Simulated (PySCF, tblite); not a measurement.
Isomers of C6H9ClOSi, one GFN2-xTB conformer each. Single-point energies are computed at PBE0/pcSseg-1 (PySCF, gas phase, no added dispersion term), electronic only.

Question: Rank them by PBE0/pcSseg-1 energy, lowest first (kcal/mol).
A. `[CH3:1][C:2]1=[C:3]([CH2:4][SiH2:5][Cl:6])[C:7](=[O:8])[CH2:9]1` with C2–C3–C4–Si5 94°, C3–C4–Si5–Cl6 -58°
B. `[O:1]=[CH:2][C@@H:3]1[CH:4]=[CH:5][CH2:6][CH2:7][Si@@H:8]1[Cl:9]` with O1–C2–C3–C4 20°, C2–C3–C4–C5 -173°, C4–C5–C6–C7 58°, C5–C6–C7–Si8 -53°, C6–C7–Si8–Cl9 126°
C. `[CH3:1][C:2](=[O:3])[C@H:4]1[CH:5]=[C:6]1[SiH2:7][CH2:8][Cl:9]` with C1–C2–C4–C5 145°, C5–C6–Si7–C8 110°, C6–Si7–C8–Cl9 -177°
D. `[CH3:1][C:2]1=[C:3]([CH:4]=[O:5])[CH2:6][Si@H:7]([Cl:8])[CH2:9]1` with C2–C3–C4–O5 -177°
E. `[CH2:1]=[C:2]([Cl:3])[C@@H:4]1[SiH2:5][CH2:6][CH2:7][C:8]1=[O:9]` with C1–C2–C4–Si5 -131°, C2–C4–Si5–C6 -110°, C4–Si5–C6–C7 11°, Si5–C6–C7–C8 -29°, C6–C7–C8–O9 -140°
F. `[SiH3:1][O:2][C:3]1=[CH:4][CH2:5][CH2:6]/[C:7]1=[CH:8]\[Cl:9]` with Si1–O2–C3–C4 0°
G. `[CH3:1][C:2]1=[C:3]([CH:4]=[O:5])[C@@H:6]([SiH2:7][Cl:8])[CH2:9]1` with C2–C3–C4–O5 169°, C3–C6–Si7–Cl8 50°

Answer: D (0.0), B (8.1), A (20.0), G (30.5), F (37.1), E (44.2), C (78.8).

As drawn, the highest has a three-membered ring, which the lowest lacks. GFN2-xTB itself gives, in the same order: 18.9, 25.4, 23.9, 29.8, 0.0, 43.7, 89.7. GFN2-xTB puts [SiH3]OC1=CCC/C1=C\Cl lowest instead; measured from each level's own lowest isomer, the values differ by up to 37.1 kcal/mol ([SiH3]OC1=CCC/C1=C\Cl: 0.0 against 37.1).

Q: Which frontier levels, dipoles and rotational constants go with these structures?

A: 
| SMILES | HOMO (eV, PBE0/pcSseg-1) | LUMO (eV) | dipole (D) | A, B, C (MHz) |
| --- | --- | --- | --- | --- |
| CC1=C(C=O)C[Si@H](Cl)C1 | -7.33 | -1.62 | 3.94 | 1814, 736.4, 581.7 |
| O=C[C@@H]1C=CCC[Si@@H]1Cl | -7.29 | -0.72 | 4.22 | 1401, 1160, 759.7 |
| CC1=C(C[SiH2]Cl)C(=O)C1 | -7.12 | -1.16 | 3.17 | 1581, 838.9, 652.1 |
| CC1=C(C=O)[C@@H]([SiH2]Cl)C1 | -7.36 | -1.76 | 4.03 | 1379, 955.6, 772.3 |
| [SiH3]OC1=CCC/C1=C\Cl | -6.17 | -0.63 | 2.59 | 1873, 655.0, 490.9 |
| C=C(Cl)[C@@H]1[SiH2]CCC1=O | -6.97 | -1.01 | 2.30 | 1497, 1063, 899.3 |
| CC(=O)[C@H]1C=C1[SiH2]CCl | -7.23 | -1.02 | 3.91 | 1917, 596.6, 493.7 |

Q: What happens when harmonic zero-point energies from GFN2-xTB frequencies are added?

A: 
```tsv
SMILES	ZPE (kcal/mol)	electronic (kcal/mol)	with ZPE (kcal/mol)
CC1=C(C=O)C[Si@H](Cl)C1	82.9	0.0	0.0
O=C[C@@H]1C=CCC[Si@@H]1Cl	83.8	8.1	9.0
CC1=C(C[SiH2]Cl)C(=O)C1	81.4	20.0	18.4
CC1=C(C=O)[C@@H]([SiH2]Cl)C1	81.1	30.5	28.7
[SiH3]OC1=CCC/C1=C\Cl	80.5	37.1	34.7
C=C(Cl)[C@@H]1[SiH2]CCC1=O	81.9	44.2	43.2
CC(=O)[C@H]1C=C1[SiH2]CCl	79.3	78.8	75.2
```

The zero-point energies span 4.5 kcal/mol. The order is unchanged.

Q: As an exercise, what shares would exp(−E/RT) give at 1000 K from these electronic energies alone (no entropy, no degeneracies)?

A: RT = 1.987 kcal/mol: CC1=C(C=O)C[Si@H](Cl)C1 98.3 %, O=C[C@@H]1C=CCC[Si@@H]1Cl 1.7 %, CC1=C(C[SiH2]Cl)C(=O)C1 under 0.1 %, CC1=C(C=O)[C@@H]([SiH2]Cl)C1 under 0.1 %, [SiH3]OC1=CCC/C1=C\Cl under 0.1 %, C=C(Cl)[C@@H]1[SiH2]CCC1=O under 0.1 %, CC(=O)[C@H]1C=C1[SiH2]CCl under 0.1 %.
